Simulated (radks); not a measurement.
Polarisability of the sulfur ion S6+, [Ne], at imaginary frequency. Method: non-relativistic Kohn-Sham, LDA (Slater exchange, VWN5 correlation), spin-unpolarised, spherical densities, point nucleus; computed with a radial shooting solver on a logarithmic mesh with Libxc functionals. Response by self-consistent Sternheimer equations with the Hartree and adiabatic LDA kernel.

| w (hartree) | alpha1(iw) (bohr^3) | alpha2(iw) (bohr^5) |
|---|---|---|
| 0.00266 | 0.07517 | 0.03222 |
| 0.0143 | 0.07517 | 0.03222 |
| 0.0360 | 0.07517 | 0.03222 |
| 0.0697 | 0.07517 | 0.03221 |
| 0.118 | 0.07516 | 0.03221 |
| 0.186 | 0.07514 | 0.03220 |
| 0.280 | 0.07509 | 0.03218 |
| 0.413 | 0.07500 | 0.03215 |
| 0.605 | 0.07480 | 0.03207 |
| 0.892 | 0.07436 | 0.03190 |
| 1.35 | 0.07333 | 0.03151 |
| 2.12 | 0.07078 | 0.03055 |
| 3.59 | 0.06393 | 0.02793 |
| 6.94 | 0.04637 | 0.02093 |
| 17.5 | 0.01707 | 0.008067 |

Static values: alpha1 = 0.07517 bohr^3 (0.01114 angstrom^3; uncoupled 0.08304), alpha2 = 0.03222 bohr^5, alpha3 = 0.02201 bohr^7. C6 = 0.03845, C8 = 0.08532, triple-dipole C9 = 0.002114 atomic units. One-pole (London) frequency 4 C6 / (3 alpha1^2) = 9.072 hartree, against 9.479 for minus the highest occupied eigenvalue. The dipole shielding factor is 0.625, as the force sum rule N/Z = 0.625 demands.
